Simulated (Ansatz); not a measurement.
Isolated molecules relaxed with PBE0-D4/def2-TZVP in Ansatz; ΔE leaves out vibrations. CCSD(T)/CBS is the MP2 limit (def2-TZVPP, def2-QZVPP) plus CCSD(T) − MP2 in def2-TZVPP, frozen cores. This one scheme is used for every species. Functionals use def2-TZVPP. B3LYP here is the variant with VWN-RPA as its local correlation; programs differ in this. For Se outer-core shells are correlated without core-valence functions, which leaves a few kJ/mol of doubt a bond. Scalar relativity is left out up to krypton. Each species was taken in one conformer, which may not be the lowest.

Consider the ligand exchange at the Si–O bond: `O[SiH](F)F` + H₂Se → `F[SiH](F)[SeH]` + H₂O.

| species | B3LYP-D4 energy (Eh) |
| --- | --- |
| `O[SiH](F)F` | -565.96370 |
| H₂Se | -2402.79134 |
| `F[SiH](F)[SeH]` | -2892.26375 |
| H₂O | -76.46698 |

Question: Work out ΔE.

Answer: ΔE = (-2892.26375) + (-76.46698) − (-565.96370) − (-2402.79134) = 0.02431 Eh = +0.66 eV. CCSD(T)/CBS gives +0.62 eV.

Largest T1 diagnostic among the species: 0.011.

Leaving LDA and LC-ωPBE aside and taking each functional with its dispersion term where it has one, the values, not all of them listed here, spread over 0.25 eV, from revPBE-D4 to CAM-B3LYP-D4. LDA lies +0.07 eV from PBE without D4. In def2-TZVPP, CCSD(T) changes the Hartree–Fock value by −0.17 eV (the triples alone add −0.03 eV) and MP2 by −0.21 eV.
